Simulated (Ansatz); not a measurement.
Input for Ansatz (a first-principles code): R-wB97X-V/def2-TZVPPD on H4OSi (SMILES O[SiH3]) with ghost functions, monomers drawn apart or pushed together. Files ending in .json are basis or fitting sets from the Basis Set Exchange.

Ansatz 0.2 input:
```yaml
crystal:
  periodic: [false, false, false]
  atoms:
    - {symbol: O, position_ang: [0.67503565, 1.02104073, 4.08537104]}
    - {symbol: Si, position_ang: [0.17011848, 0.65503818, 5.63007973]}
    - {symbol: H, position_ang: [1.35975641, 1.68310897, 3.95862226]}
    - {symbol: H, position_ang: [1.29883716, 0.14770785, 6.44357382]}
    - {symbol: H, position_ang: [-0.85952236, -0.38462297, 5.45821196]}
    - {symbol: H, position_ang: [-0.39687876, 1.85256965, 6.29158468]}
basis:
  gaussian:
    orbitals: def2-TZVPPD.json
    ghost_atoms:
      - {symbol: Br, position_ang: [-0.60941552, -1.15564798, -0.02079492]}
      - {symbol: H, position_ang: [-0.15485613, -0.42266917, 1.13543890]}
hamiltonian:
  xc: {name: wB97X-V}
scf: {lower_state_search: off}
```

The log:

```
Functional definition: wB97X-V
[...]
these checks for a lower state are left out or cut short: stability, starts, cluster_reference, orbital_swaps, neighbouring_geometries, increment
integrals: 0.21 GiB planned
1201 factors; their error is unknown
integrals: 0.24 GiB planned
313 factors; integrals over basis functions are off by at most 4.1e-5 eV
mean field: 1.37 GiB planned
mean field evaluation 1: about -9986.6343 eV, gradient 4.6e1 eV
mean field evaluation 2: about -9985.4570 eV, gradient 5.4e1 eV
mean field evaluation 4: about -9990.0109 eV, gradient 3.3e-1 eV
mean field evaluation 8: about -9990.0247 eV, gradient 2.9e-1 eV
mean field evaluation 16: about -9990.0248 eV, gradient 1.5e-5 eV
mean field -9990.02477730 eV, -367.1266390838 hartree, gradient 3.4e-6 eV, S^2 0.000000; 0 other end points of the search recorded, 0 dependent functions left out
reference -9990.02477514 eV, -367.1266390042 hartree; 13, 13 occupied and 217, 217 virtual orbitals, 1201 factors
Total energy: -9990.02477514 eV, -367.1266390042 hartree
Checks for a lower state left out: stability, starts, cluster_reference, orbital_swaps, neighbouring_geometries, increment
```

The run converged.

Cost: roughly 6 core-seconds.
